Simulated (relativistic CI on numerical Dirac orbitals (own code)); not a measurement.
Line list: Electric-dipole lines, Sb XXIX

Method of calculation: Dirac-Coulomb-Breit CI, separate exchange-only KLI orbitals for each configuration, model QED (radiative potential, 1s self-energy scaled to tabulated hydrogen-like ionisation energies), unscaled Slater integrals (own radial code, finite nucleus).

Configuration list (outside the closed core [Ne]): 3s²3p⁶3d⁵, 3s²3p⁵3d⁶, 3s²3p⁴3d⁷, 3s3p⁶3d⁶, 3p⁶3d⁷, 3s3p⁵3d⁷, 3s²3p⁶3d⁴4s, 3s²3p⁶3d⁴4p, 3s²3p⁶3d⁴4d, 3s²3p⁴3d⁶4s, 3s²3p⁴3d⁶4p, 3s²3p⁶3d⁴4f, 3s²3p⁵3d⁵4s, 3s²3p⁵3d⁵4p, 3s3p⁵3d⁶4s, 3s3p⁵3d⁶4p, 3s²3p⁶3d³4s², 3s3p⁶3d⁵4s, 3s²3p⁶3d³4s4p, 3s²3p⁶3d⁴5p. Levels of other configurations are missing.

| λ vac (nm) | Lower | Upper | A (s⁻¹) | gf | Branching (%) |
| --- | --- | --- | --- | --- | --- |
| 4.4303 | 3s²3p⁶3d⁵ ²I11/2 [12] | 3s²3p⁵3d⁶ ²G°9/2 [196] | 6.27e+11 | 1.84e+00 | 46.1 |
| 4.4509 | 3s²3p⁶3d⁵ ²I13/2 [17] | 3s²3p⁵3d⁶ ²H°11/2 [198] | 8.84e+11 | 3.15e+00 | 61.0 |
| 4.4966 | 3s²3p⁶3d⁵ ⁴G11/2 [5] | 3s²3p⁵3d⁶ ²G°9/2 [181] | 7.41e+11 | 2.25e+00 | 55.6 |
| 4.5046 | 3s²3p⁶3d⁵ ²I13/2 [17] | 3s²3p⁵3d⁶ ²H°11/2 [193] | 8.80e+11 | 3.21e+00 | 61.0 |
| 4.5177 | 3s²3p⁶3d⁵ ²I11/2 [12] | 3s²3p⁵3d⁶ ²H°9/2 [190] | 3.33e+11 | 1.02e+00 | 47.1 |
| 4.5209 | 3s²3p⁶3d⁵ ⁴G9/2 [7] | 3s²3p⁵3d⁶ ²G°9/2 [181] | 2.04e+11 | 6.24e-01 | 15.3 |
| 4.5213 | 3s²3p⁶3d⁵ ²G9/2 [31] | 3s²3p⁵3d⁶ ²F°7/2 [213] | 1.00e+12 | 2.46e+00 | 63.1 |
| 4.5355 | 3s²3p⁶3d⁵ ⁴G11/2 [5] | 3s²3p⁵3d⁶ ⁴F°9/2 [176] | 3.55e+11 | 1.10e+00 | 48.2 |
| 4.5512 | 3s²3p⁶3d⁵ ²H11/2 [28] | 3s²3p⁵3d⁶ ²G°9/2 [204] | 1.43e+12 | 4.45e+00 | 96.5 |
| 4.5997 | 3s²3p⁵3d⁶ ⁴I°15/2 [53] | 3s²3p⁴3d⁷ ⁴H13/2 [394] | 7.26e+11 | 3.22e+00 | 55.4 |
| 4.7008 | 3s²3p⁶3d⁵ ⁴G7/2 [3] | 3s²3p⁵3d⁶ ⁴F°7/2 [156] | 2.02e+11 | 5.35e-01 | 17.2 |
| 4.7452 | 3s²3p⁶3d⁵ ⁴G9/2 [7] | 3s²3p⁵3d⁶ ⁴F°7/2 [156] | 4.52e+11 | 1.22e+00 | 38.6 |
| 4.8236 | 3s²3p⁶3d⁵ ²G9/2 [16] | 3s²3p⁵3d⁶ ²F°7/2 [167] | 5.42e+11 | 1.51e+00 | 55.6 |
| 4.8401 | 3s²3p⁶3d⁵ ²I13/2 [17] | 3s²3p⁵3d⁶ ²K°13/2 [169] | 2.34e+11 | 1.15e+00 | 74.0 |
| 4.8692 | 3s²3p⁶3d⁵ ²G7/2 [21] | 3s²3p⁵3d⁶ ²G°7/2 [175] | 4.28e+11 | 1.22e+00 | 46.2 |
| 4.8934 | 3s²3p⁶3d⁵ ²I11/2 [12] | 3s²3p⁵3d⁶ ⁴G°11/2 [157] | 3.12e+11 | 1.34e+00 | 53.8 |
| 4.9060 | 3s²3p⁶3d⁵ ²I13/2 [17] | 3s²3p⁵3d⁶ ²I°13/2 [162] | 3.18e+11 | 1.61e+00 | 83.5 |
| 5.2193 | 3s²3p⁶3d⁵ ⁴G7/2 [3] | 3s²3p⁵3d⁶ ⁴D°5/2 [125] | 3.32e+11 | 8.12e-01 | 44.0 |
| 5.2869 | 3s²3p⁶3d⁵ ⁴G11/2 [5] | 3s²3p⁵3d⁶ ⁴G°11/2 [123] | 1.28e+11 | 6.44e-01 | 32.2 |
| 5.4362 | 3s²3p⁶3d⁵ ⁴G11/2 [5] | 3s²3p⁵3d⁶ ²I°11/2 [111] | 1.39e+11 | 7.41e-01 | 29.7 |
| 5.4448 | 3s²3p⁶3d⁵ ²F5/2 [2] | 3s²3p⁵3d⁶ ⁴F°5/2 [95] | 1.45e+11 | 3.87e-01 | 43.9 |
| 5.5036 | 3s²3p⁶3d⁵ ⁴G7/2 [3] | 3s²3p⁵3d⁶ ⁴G°7/2 [104] | 1.33e+11 | 4.83e-01 | 29.5 |
| 5.6275 | 3s²3p⁶3d⁵ ⁶S5/2 [1] | 3s²3p⁵3d⁶ ⁶P°3/2 [62] | 4.08e+11 | 7.74e-01 | 97.2 |
| 5.6477 | 3s²3p⁶3d⁵ ⁶S5/2 [1] | 3s²3p⁵3d⁶ ⁶P°5/2 [60] | 2.65e+11 | 7.59e-01 | 95.4 |
| 5.6492 | 3s²3p⁶3d⁵ ⁴G9/2 [7] | 3s²3p⁵3d⁶ ⁴F°9/2 [96] | 1.43e+11 | 6.85e-01 | 51.2 |
| 5.6812 | 3s²3p⁶3d⁵ ²I11/2 [12] | 3s²3p⁵3d⁶ ²I°11/2 [111] | 2.54e+11 | 1.48e+00 | 54.2 |
| 5.7009 | 3s²3p⁶3d⁵ ⁴G11/2 [5] | 3s²3p⁵3d⁶ ⁴G°11/2 [90] | 2.01e+11 | 1.18e+00 | 80.5 |
| 5.7424 | 3s²3p⁶3d⁵ ⁶S5/2 [1] | 3s²3p⁵3d⁶ ⁴D°7/2 [55] | 1.50e+11 | 5.92e-01 | 89.4 |
| 5.8879 | 3s²3p⁶3d⁵ ²I13/2 [17] | 3s²3p⁵3d⁶ ²I°13/2 [102] | 1.81e+11 | 1.32e+00 | 77.5 |
| 6.0907 | 3s²3p⁶3d⁵ ⁴G11/2 [5] | 3s²3p⁵3d⁶ ²I°13/2 [63] | 8.04e+10 | 6.26e-01 | 96.3 |

Terms are leading LS components. Brackets give the number of a level in order of energy, since labels repeat. The list gives strong lines, with weight on those to low levels, without lines whose two gauges differ by over a factor of 2.5, among the lowest 400 of 9879 levels, so that lines to higher ones, which can be the strongest, are missing. Levels whose partners in the same complex of configurations lie outside the list can be far off, and so can their lines. Rates are taken at the computed energies, electric ones in the length gauge.

At this charge energies of transitions that change n are usually good to better than 1 %, and those within a shell (Δn = 0) to a few per cent. Terms inside the open d or f shell come out 10 to 20 % too wide with unscaled integrals.

LS names give the leading component of a level, which can be under half, so a name can repeat, a term be missing and a line seem to break the LS rules.
